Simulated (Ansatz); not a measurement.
An input meant for the cluster Ba2O (charge 0, singlet; atoms displaced at random, 0.03 Å in each coordinate).

```yaml
crystal:
  periodic: [false, false, false]
  atoms:
    - {symbol: Ba, position_ang: [-0.229423, -1.919528, 0.117182]}
    - {symbol: Ba, position_ang: [0.624006, 1.910607, 0.408638]}
    - {symbol: O, position_ang: [-0.290501, 0.064935, -0.499779]}
basis:
  gaussian: {orbitals: cc-pVTZ-PP}
hamiltonian: {xc: {name: r2SCAN}}
scf: {omitted_lower_state_checks: [starts]}
output: {forces: true}
```

```sh
$ ansatz run in.yaml --threads 4 --pin off --events-out ev --progress --plain --max-ram 3916MiB
```

It prints (some lines left out):

```
Functional definition: r2SCAN
  name "r2SCAN"
  cite "Furness, Kaplan, Ning, Perdew & Sun, J. Phys. Chem. Lett. 11, 8208 (2020) doi:10.1021/acs.jpclett.0c02405"
  cite "Furness, Kaplan, Ning, Perdew & Sun, J. Phys. Chem. Lett. 11, 9248 (2020) doi:10.1021/acs.jpclett.0c03077"
  parent r2scan
  parameter k0 = 0.174
  parameter k1 = 0.065
  parameter a1 = 4.9479
  exchange = r2scan_x(k0 = k0, k1 = k1, a1 = a1)
  correlation = r2scan_c
these checks for a lower state are left out or cut short: starts
Error: [file] the basis set cc-pVTZ-PP has no functions for Ba
```

In this input the basis set is misnamed or doesn't suit the job. The input was rejected before any iteration.
